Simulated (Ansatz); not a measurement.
The inner images of a band of ClH + FH5Si2 (10 atoms, charge 0, multiplicity 1) are given out of order.

These are results of Ansatz, RKS PBE0-D4/def2-SVP, not measurements.

First end point:

```xyz
10
Properties=species:S:1:pos:R:3
Si -1.057 0.779 0.194
F -0.170 1.789 -0.770
H -2.338 0.518 -0.526
H -1.339 1.535 1.450
Si 0.121 -1.203 0.631
H 1.431 1.155 -1.500
Cl 2.376 0.305 -1.754
H 0.281 -2.025 -0.601
H -0.742 -1.943 1.607
H 1.437 -0.912 1.267
```

Last end point:

```xyz
10
Properties=species:S:1:pos:R:3
Si -1.072 0.600 -0.210
F 1.970 1.017 -0.172
H -2.505 0.262 -0.448
H -0.994 1.855 0.588
Si 0.153 -1.184 0.705
H 1.595 1.124 -1.019
Cl -0.295 1.052 -2.121
H 0.972 -1.811 -0.373
H -0.825 -2.197 1.213
H 1.001 -0.719 1.837
```

Q: Put them in order from the first end to the last, with their energies above the first end.
A.
```xyz
10
Properties=species:S:1:pos:R:3
Si -0.814 0.774 0.099
F 0.395 1.926 0.010
H -1.604 0.732 -1.166
H -1.661 1.351 1.170
Si 0.114 -1.301 0.716
H 1.311 1.338 -1.286
Cl 1.338 0.393 -2.194
H 0.044 -2.318 -0.373
H -0.657 -1.807 1.896
H 1.533 -1.087 1.128
```
B.
```xyz
10
Properties=species:S:1:pos:R:3
Si -0.887 0.440 -0.386
F 1.458 2.055 0.278
H -2.195 0.187 -1.044
H -1.021 1.661 0.451
Si 0.039 -1.413 0.692
H 1.464 1.807 -0.621
Cl 0.419 0.690 -2.047
H -0.024 -2.543 -0.282
H -0.717 -1.771 1.930
H 1.462 -1.115 1.029
```
C.
```xyz
10
Properties=species:S:1:pos:R:3
Si -0.980 0.791 0.190
F 0.111 1.931 -0.310
H -1.992 0.652 -0.896
H -1.630 1.360 1.405
Si 0.130 -1.221 0.682
H 1.416 1.209 -1.442
Cl 1.925 0.214 -2.097
H 0.222 -2.112 -0.508
H -0.685 -1.900 1.740
H 1.483 -0.923 1.236
```
D.
```xyz
10
Properties=species:S:1:pos:R:3
Si -0.701 0.628 -0.195
F 0.747 2.018 -0.019
H -1.771 0.578 -1.231
H -1.303 1.484 0.879
Si 0.087 -1.375 0.706
H 1.213 1.635 -0.838
Cl 0.917 0.394 -2.002
H 0.027 -2.448 -0.327
H -0.716 -1.773 1.904
H 1.501 -1.140 1.124
```
E.
```xyz
10
Properties=species:S:1:pos:R:3
Si -1.020 0.511 -0.318
F 1.921 1.471 0.103
H -2.401 0.128 -0.735
H -1.084 1.751 0.502
Si 0.089 -1.290 0.690
H 1.636 1.494 -0.783
Cl -0.029 0.995 -2.119
H 0.421 -2.266 -0.391
H -0.856 -1.936 1.654
H 1.323 -0.859 1.399
```

A: C (+0.01 eV), A (+0.12 eV), D (+1.27 eV), B (+0.31 eV), E (+0.20 eV).

The run took 3.8 min on 2 threads of Intel(R) Xeon(R) Platinum 8488C (Sapphire Rapids) (shared host), peak memory 0.24 GiB.
